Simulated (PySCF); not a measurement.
# BeH₃⁻: breathing scan

These are results of PySCF, PBE0, basis Be def2-TZVPD, H def2-TZVPD (no relativity, density fitting), not measurements.

Rigid scan from the singlet minimum (Be–H 1.426 Å (×3); H–Be–H 120.0° (×3)). Coordinate: all bonds to the central atom scaled together. Energies in kJ/mol from the minimum.

```tsv
scale of all bonds to the centre	E (kJ/mol)
0.88	55.6
0.92	22.8
0.96	5.3
1.00	0.0
1.04	4.6
1.08	17.0
1.14	46.8
1.22	101.4
1.35	209.8
```

Other isomers or separated fragments may lie lower.
